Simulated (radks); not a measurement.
Kr2+, 34 electrons, occupied as [Ar] 3d10 4s2 4p4. Method: scalar-relativistic Kohn-Sham, LDA (Slater exchange, Perdew-Wang correlation), spin-unpolarised, spherical densities, point nucleus; computed with a radial shooting solver on a logarithmic mesh with Libxc functionals.

Normalised radial functions P(r) = r R(r), r in bohr:

r	2s	3p	4p
0.004018	0.5087	0.0093	0.0030
0.004603	0.5672	0.0119	0.0039
0.005232	0.6265	0.0151	0.0049
0.005994	0.6936	0.0193	0.0063
0.006812	0.7602	0.0243	0.0079
0.007805	0.8336	0.0310	0.0101
0.008871	0.9041	0.0390	0.0127
0.01016	0.9786	0.0496	0.0161
0.01155	1.0462	0.0620	0.0201
0.01323	1.1122	0.0783	0.0254
0.01504	1.1652	0.0973	0.0316
0.01723	1.2071	0.1219	0.0396
0.01958	1.2277	0.1501	0.0487
0.02244	1.2232	0.1860	0.0603
0.0255	1.1876	0.2261	0.0733
0.02922	1.1090	0.2759	0.0895
0.03321	0.9902	0.3299	0.1069
0.03804	0.8100	0.3945	0.1278
0.04324	0.5859	0.4613	0.1493
0.04954	0.2889	0.5367	0.1735
0.0563	-0.0427	0.6089	0.1965
0.06451	-0.4411	0.6820	0.2196
0.07331	-0.8443	0.7414	0.2380
0.08399	-1.2797	0.7863	0.2513
0.09546	-1.6688	0.8023	0.2548
0.1094	-2.0271	0.7808	0.2455
0.1243	-2.2812	0.7147	0.2212
0.1424	-2.4342	0.5875	0.1763
0.1619	-2.4513	0.4102	0.1150
0.1854	-2.3316	0.1627	0.0308
0.2108	-2.1031	-0.1165	-0.0624
0.2415	-1.7694	-0.4431	-0.1684
0.2744	-1.4105	-0.7538	-0.2646
0.3144	-1.0292	-1.0547	-0.3492
0.3574	-0.7085	-1.2801	-0.3991
0.4094	-0.4354	-1.4314	-0.4080
0.4653	-0.2507	-1.4765	-0.3671
0.5331	-0.1248	-1.4209	-0.2693
0.6059	-0.0576	-1.2851	-0.1306
0.6942	-0.0221	-1.0788	0.0540
0.789	-0.0077	-0.8565	0.2464
0.9039	-0.0021	-0.6224	0.4491
1.027	-0.0005	-0.4278	0.6178
1.177	-0.0001	-0.2634	0.7539
1.338	0.0000	-0.1527	0.8283
1.533	0.0000	-0.0770	0.8439
1.742	0.0000	-0.0362	0.8014
1.996	0.0000	-0.0142	0.7064
2.268	0.0000	-0.0051	0.5860
2.599	0.0000	-0.0015	0.4453
2.953	0.0000	-0.0004	0.3182
3.384	0.0000	-0.0001	0.2033
3.846	0.0000	0.0000	0.1214
4.406	0.0000	0.0000	0.0627
5.008	0.0000	0.0000	0.0299
5.737	0.0000	0.0000	0.0118

2s: eigenvalue -1887.5 eV, 1 radial node at r = 0.0554 bohr, <r> = 0.184 bohr, 90 % of the charge inside 0.284 bohr. 3p: eigenvalue -220.37 eV, 1 radial node at r = 0.200 bohr, <r> = 0.541 bohr, 90 % of the charge inside 0.825 bohr. 4p: eigenvalue -31.155 eV, 2 radial nodes at r = 0.194, 0.669 bohr, <r> = 1.73 bohr, 90 % of the charge inside 2.59 bohr.
